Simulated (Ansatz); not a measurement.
Input and output for SiAu2.

```yaml
crystal:
  periodic: [false, false, false]
  atoms:
    - {symbol: Au, position_ang: [-0.965046, 0.910403, -1.122509]}
    - {symbol: Au, position_ang: [0.155872, -0.517960, 1.651548]}
    - {symbol: Si, position_ang: [0.809184, -0.392443, -0.529039]}
basis:
  gaussian: {orbitals: def2-mTZVP}
hamiltonian: {xc: {name: HF}}
correlation: {method: bccd_t}
```

```sh
$ ansatz run in.yaml --threads 4 --pin off --events-out ev --progress --plain --max-ram 3916MiB
```

Output, abridged:

```
Functional definition: HF
1039 factors; integrals over basis functions are off by at most 3.8e-4 eV
mean field evaluation 1: about -15194.3145 eV, gradient 3.3e1 eV
mean field evaluation 2: about -15194.5070 eV, gradient 3.4e1 eV
mean field evaluation 4: about -15197.4532 eV, gradient 2.9e0 eV
mean field evaluation 8: about -15197.5377 eV, gradient 4.6e-1 eV
mean field evaluation 16: about -15197.5409 eV, gradient 3.5e-6 eV
mean field evaluation 32: about -15192.5498 eV, gradient 4.7e-1 eV
mean field -15197.54091920 eV, -558.4993275174 hartree, gradient 3.5e-6 eV, S^2 0.000000; 0 other end points of the search recorded, 0 dependent functions left out; unrestricted orbitals would lower it
5 core orbitals not correlated, not the lowest: weight in the atoms' cores, before any rotation towards them, 1.000 or more for the frozen orbitals, at most 0.000 for the correlated occupied ones
reference -15197.54091920 eV, -558.4993275174 hartree; 21, 21 occupied and 68, 68 virtual orbitals, 1039 factors
second order -13.14270015 eV of doubles, -0.00000000 eV of singles
cycle   1  -12.49335526 eV  change    6.5e-1 eV  update   1.8e-1
cycle   2  -13.20830716 eV  change   -7.1e-1 eV  update   7.4e-2
cycle   3  -13.36697878 eV  change   -1.6e-1 eV  update   4.7e-2
cycle   4  -13.34428479 eV  change    2.3e-2 eV  update   2.2e-2
cycle   5  -13.29159217 eV  change    5.3e-2 eV  update   9.6e-3
cycle   6  -13.30284155 eV  change   -1.1e-2 eV  update   3.7e-3
cycle   7  -13.30179537 eV  change    1.0e-3 eV  update   1.4e-3
cycle   8  -13.30064037 eV  change    1.2e-3 eV  update   4.1e-4
cycle   9  -13.30073501 eV  change   -9.5e-5 eV  update   1.9e-4
cycle  10  -13.30084680 eV  change   -1.1e-4 eV  update   8.7e-5
cycle  11  -13.30073184 eV  change    1.1e-4 eV  update   4.0e-5
cycle  12  -13.30075564 eV  change   -2.4e-5 eV  update   2.1e-5
perturbative correction -0.76919161 eV, -0.0282672701 hartree
Total energy: -15211.61086644 eV, -559.0163885415 hartree
```

It took 2.6 s on 4 threads of Arm Neoverse V2 on a shared host.

In the def2 sets Au takes a core potential; there is no spin–orbit coupling. Correlated methods freeze 5 core orbitals; core or outer-core shells of Au are correlated, in sets that lack core-valence functions. The restricted singlet (for correlated methods, its reference) is unstable: a solution with broken spin symmetry lies lower.
